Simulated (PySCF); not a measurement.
C₃H₃ClF₂, SMILES F[C@@H]1[C@H](F)[C@H]1Cl. Geometry optimised at PBE0-D3(BJ)/def2-SVP. The structure was generated by enumeration; whether it is a known compound was not checked.

Task: Give the equilibrium geometry at PBE0-D3(BJ)/def2-SVP (PySCF confirms it by a frequency run) as bond lengths and angles, and its point group. (An estimate is asked for; the answer gives what the named calculation found.)

Result: point group Cs.
Atoms: F1 C2 C3 F4 C5 Cl6 H7 H8 H9. Bond lengths (Å): F1–C2 1.345, C2–C3 1.498, C2–C5 1.496, C2–H7 1.096, C3–F4 1.345, C3–C5 1.496, C3–H8 1.096, C5–Cl6 1.749, C5–H9 1.095. Bond angles (°): F1–C2–C3 118.3, F1–C2–C5 117.4, F1–C2–H7 113.7, C3–C2–C5 59.9, C3–C2–H7 118.5, C5–C2–H7 118.9, C2–C3–F4 118.3, C2–C3–C5 59.9, C2–C3–H8 118.5, F4–C3–C5 117.4, F4–C3–H8 113.7, C5–C3–H8 118.9, C2–C5–C3 60.1, C2–C5–Cl6 121.3, C2–C5–H9 114.6, C3–C5–Cl6 121.3, C3–C5–H9 114.6, Cl6–C5–H9 114.4.
